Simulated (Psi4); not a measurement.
Relaxed torsion scan: C5H10O, SMILES C=CCCOC, singlet. Scanned: dihedral C1–C2–C3–C4 and dihedral C2–C3–C4–O5; all other coordinates were relaxed at GFN2-xTB. Points at φ and −φ are mirror images.

Atom numbering (GFN2-xTB optimised geometry, Å):
```
16

C      2.6313     0.8544    -0.0214
C      1.8066    -0.0234    -0.5604
C      0.3250     0.1488    -0.6449
C     -0.3958    -0.9630     0.1353
O     -1.7893    -0.9937    -0.0624
C     -2.4926     0.0594     0.5466
H      3.6943     0.6891     0.0210
H      2.2777     1.7833     0.3959
H      2.1876    -0.9491    -0.9722
H      0.0051     0.0882    -1.6889
H      0.0435     1.1267    -0.2509
H     -0.0426    -1.9385    -0.2103
H     -0.1652    -0.8652     1.2076
H     -3.5497    -0.1797     0.4446
H     -2.2964     1.0217     0.0609
H     -2.2393     0.1410     1.6110
```

Computed with PBE/def2-SVP // GFN2-xTB (Psi4 1.11).

Energy in kcal/mol above the lowest grid point; x is the dihedral C1–C2–C3–C4 (°), y the dihedral C2–C3–C4–O5 (°).

| y \ x | -150 | -120 | -90 | -60 | -30 | 0 | 30 | 60 | 90 | 120 | 150 | 180 |
|---|---|---|---|---|---|---|---|---|---|---|---|---|
| 180 | 1.2 | 0.3 | 0.8 | 1.9 | 1.7 | 0.8 | 1.7 | 1.9 | 0.8 | 0.3 | 1.2 | 2.3 |
| 150 | 2.6 | 1.7 | 2.3 | 3.2 | 3.0 | 2.0 | 2.5 | 3.2 | 1.7 | 0.9 | 1.9 | 3.4 |
| 120 | 4.1 | 3.4 | 4.4 | 5.3 | 4.4 | 3.9 | 4.3 | 5.0 | 4.0 | 3.0 | 3.9 | 5.0 |
| 90 | 2.0 | 1.8 | 1.2 | 1.7 | 0.9 | 3.1 | 2.8 | 2.9 | 2.4 | 0.2 | 0.9 | 3.4 |
| 60 | 0.8 | 0.3 | 1.2 | 2.0 | 0.8 | 0.4 | 2.1 | 2.7 | 1.2 | 0.0 | 0.5 | 1.6 |
| 30 | 2.2 | 1.6 | 3.8 | 5.5 | 5.0 | 3.0 | 3.4 | 4.6 | 3.1 | 2.0 | 2.4 | 3.0 |
| 0 | 4.6 | 4.3 | 6.2 | 6.7 | 6.7 | 6.8 | 6.7 | 6.7 | 6.2 | 4.3 | 4.6 | 5.0 |
| -30 | 2.4 | 2.0 | 3.1 | 4.6 | 3.4 | 3.0 | 5.0 | 5.5 | 3.8 | 1.6 | 2.2 | 3.0 |
| -60 | 0.5 | 0.0 | 1.2 | 2.7 | 2.1 | 0.4 | 0.8 | 2.0 | 1.2 | 0.3 | 0.8 | 1.6 |
| -90 | 0.9 | 0.2 | 2.4 | 2.9 | 2.8 | 3.1 | 0.9 | 1.7 | 1.2 | 1.8 | 2.0 | 3.4 |
| -120 | 3.9 | 3.0 | 4.0 | 5.0 | 4.3 | 3.9 | 4.4 | 5.3 | 4.4 | 3.4 | 4.1 | 5.0 |
| -150 | 1.9 | 0.9 | 1.7 | 3.2 | 2.5 | 2.0 | 3.0 | 3.2 | 2.3 | 1.7 | 2.6 | 3.4 |

The six lowest points that lie below all their neighbours on the grid: x = -120, y = -60 (0.0 kcal/mol); x = 120, y = 60 (0.0 kcal/mol); x = -120, y = 180 (0.3 kcal/mol); x = 120, y = 180 (0.3 kcal/mol); x = -120, y = 60 (0.3 kcal/mol); x = 120, y = -60 (0.3 kcal/mol). The lowest path on the grid from the first to the second passes x = -120, y = -120 at 3.0 kcal/mol.
